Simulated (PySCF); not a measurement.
**V: excitation energy**

V [Ar] 3d3 4s2 (4F) → V [Ar] 3d2 4s2 4p1 (high-spin determinant), as a difference of total energies. Calculation: PySCF 2.14, in aug-cc-pVDZ-DK (7s6p4d2f, 59 functions); scalar relativity by spin-free X2C-1e. Correlated levels: valence: [Ar] frozen. The calculations carry no spin-orbit coupling.

```
           method  excitation energy (eV)
              UHF                   5.588
              LDA                   6.687
              PBE                   6.495
             PBE0                   6.310
           r2SCAN                   6.653
           revPBE                   6.478
           M06-2X                   6.059
          LC-wPBE                   6.242
            B3LYP                   6.397
    MP2 (valence)                   5.592
SCS-MP2 (valence)                   5.397
```

A first-order spin-orbit estimate (lowest level to lowest level, LS coupling) adds -0.017 eV.

The determinant of the upper state mixes LS terms, which raises its energy above the lowest term, most at the Hartree-Fock and MP2 levels.
